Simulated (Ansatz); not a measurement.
# Ligand exchange: C2H5ClSi + GaH2(OH) → C2H6OSi + GaH2Cl

Species: C2H5ClSi `C=C[SiH2]Cl`, singlet; GaH2(OH), singlet; C2H6OSi `C=C[SiH2]O`, singlet; GaH2Cl `[Cl][GaH2]`, singlet. The partners trade Cl for OH: Si–Cl and Ga–OH bonds give way to Si–OH and Ga–Cl.

Shapes, held fixed at every level: PBE0-D4/def2-TZVP. Flexible molecules stand in one conformer, not always the lowest. Programs: Ansatz 0.2.0. The zero-point and thermal change to 298 K, harmonic and unscaled (PBE0-D4/def2-TZVP), is +0.1 kJ/mol.

```json
{"level": "HF/def2-TZVPP", "kind": "Hartree–Fock", "ΔH(298 K) (kJ/mol)": "-69.6", "less CCSD(T)/def2-TZVPP": "-19.0"}
{"level": "B3LYP-D4/def2-TZVPP", "kind": "global hybrid", "ΔH(298 K) (kJ/mol)": "-52.7", "less CCSD(T)/def2-TZVPP": "-2.1"}
{"level": "BHLYP-D4/def2-TZVPP", "kind": "global hybrid", "ΔH(298 K) (kJ/mol)": "-60.4", "less CCSD(T)/def2-TZVPP": "-9.8"}
{"level": "r2SCAN0-D4/def2-TZVPP", "kind": "global hybrid", "ΔH(298 K) (kJ/mol)": "-56.1", "less CCSD(T)/def2-TZVPP": "-5.5"}
{"level": "wB97M-V/def2-TZVPP", "kind": "range-separated hybrid", "ΔH(298 K) (kJ/mol)": "-52.8", "less CCSD(T)/def2-TZVPP": "-2.2"}
{"level": "CCSD/def2-TZVPP", "kind": "coupled cluster or CI", "ΔH(298 K) (kJ/mol)": "-53.5", "less CCSD(T)/def2-TZVPP": "-2.9"}
{"level": "CCSD(T)/def2-TZVPP", "kind": "coupled cluster or CI", "ΔH(298 K) (kJ/mol)": "-50.6", "less CCSD(T)/def2-TZVPP": "0.0"}
```

The highest level, CCSD(T)/def2-TZVPP, gives ΔH(298 K) = -50.6 kJ/mol; the levels span -69.6 to -50.6. The column of differences is taken from that level and isn't an error. No measured value is set beside it here. Relativity is left out for Ga. Outer-core shells of Ga are correlated, in sets that cover them unevenly.
